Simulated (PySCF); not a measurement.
# Iron: a sound run and one with changed settings

Sound run: Fe [Ar] 3d6 4s2, Fe⁺ [Ar] 3d6 4s1. Calculation: PySCF 2.14, in aug-cc-pVDZ; no relativity, point nucleus. In the sound run the correlated levels freeze [Ar]. The sound run starts from symmetry-adapted Hartree-Fock orbitals and uses a fine grid where one is needed.

Changed run: initial guess minao, at most 50 SCF cycles, level shift 0.5 hartree.

```tsv
species	method	sound run (hartree)	changed run (hartree)	converged
Fe	UHF	-1262.45147	-1262.38410	yes
Fe	TPSS	-1263.70273	-1263.71282	no
Fe	M06-L	-1263.62709	-1263.60904	no
Fe⁺	UHF	-1262.21741	-1262.21741	yes
Fe⁺	TPSS	-1263.42592	-1263.42592	yes
Fe⁺	M06-L	-1263.33250	-1263.33250	yes
Fe⁺	MP2	-1262.33652	-1262.31599	yes
```

The plain start fixes occupations by D2h representation alone, and Fe at UHF landed in another state (other ⟨L²⟩ or ⟨S²⟩). A level shift leaves the converged SCF energy unchanged but raises the virtual orbital energies, which shrinks MP2 if it is not removed.
